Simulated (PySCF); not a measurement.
Exercise with solution: oscillator strength and radiative lifetime

H₈N₂OSi₂, SMILES N[Si@H](N[SiH3])O.

Geometry: B3LYP-D3(BJ)/def2-SVP. The structure was generated by enumeration; whether it is a known compound was not checked. One conformer was computed; it need not be the lowest.

PySCF 2.14.0 with TDA-M06-2X/def2-SVPD puts the first singlet state with f over 0.02 at 7.01 eV (vertical), with the transition dipole (0.252, -0.369, 0.337) in atomic units.

### Question
Find the oscillator strength, the wavelength and the radiative lifetime that this transition would have in vacuum if emission retraced absorption.

### Answer

|μ|² = 0.3132 au, so |μ| = 1.42 D. ΔE = 7.01/27.211 = 0.2576 hartree. f = (2/3) ΔE |μ|² = 0.054 (the program prints 0.054).
λ = 1239.84/7.01 = 177 nm; ν = 56539 cm⁻¹.
Einstein's coefficient A = 0.6670 ν² f s⁻¹ (ν in cm⁻¹) = 1.1e8 s⁻¹, so τ = 1/A = 8.7 ns. This state is S2; the lower singlet has f = 0.007. The figure is the radiative limit of this one transition; relaxation, internal conversion, crossing to triplets and a medium change what is measured.
